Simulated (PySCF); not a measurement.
**BRu: frontier orbitals**

CAM-B3LYP at R = 1.698 Å; basis B x2c-TZVPPall, Ru x2c-TZVPPall; spin-free X2C with a Gaussian nucleus; PySCF 2.14. State: ²Δ (doublet), unpaired electrons δ ↑. Only the outer orbitals are listed, counted within each symmetry.

```tsv
spin	orbital	occ.	ε (eV)	on B (%)	main shells (%)
α	10σ	1	-11.76	55	52 B s, 37 Ru d
α	5π	1	-8.39	20	80 Ru d, 19 B p
α	5π	1	-8.39	20	80 Ru d, 19 B p
α	2δ	1	-8.04	0	100 Ru d
α	11σ	1	-7.52	45	46 Ru d, 36 B s, 8 B p
α	2δ	1	-7.33	0	100 Ru d
α	12σ	0	-1.69	21	55 Ru s, 23 Ru p, 19 B p
α	6π	0	-0.19	26	67 Ru p, 26 B p
α	6π	0	-0.19	26	67 Ru p, 26 B p
β	10σ	1	-11.94	62	61 B s, 29 Ru d
β	5π	1	-7.96	26	73 Ru d, 25 B p
β	5π	1	-7.96	26	73 Ru d, 25 B p
β	11σ	1	-7.36	53	46 Ru d, 32 B s, 21 B p
β	2δ	1	-6.92	0	100 Ru d
β	12σ	0	-1.55	9	69 Ru s, 17 Ru p, 12 B p
β	2δ	0	-0.21	1	100 Ru d
β	6π	0	-0.06	25	65 Ru p, 25 B p, 10 Ru d
```

Q: Which are the highest filled and the lowest empty level, where do they sit, and how wide is the gap?

A: Highest filled β 2δ at -6.92 eV (in %: 100 Ru d); lowest empty α 12σ at -1.69 eV (in %: 55 Ru s, 23 Ru p, 19 B p); the gap at CAM-B3LYP is 5.23 eV.

The bond order (Mayer) is 2.51 and the ⟨S²⟩ is 0.825. The charge on B (Mulliken, basis-dependent) is -0.22 and the charge on B (Löwdin, basis-dependent) is -0.22. The dipole moment (positive dipole means B(−)Ru(+)) is 3.65 D and the polarisability along the bond is 61.7 bohr³. The polarisability across the bond is 42.6 bohr³.

Spin–orbit coupling is left out. The state is the lowest single determinant that the PBE0 search found; with open d or f shells the true ground state can be another one.
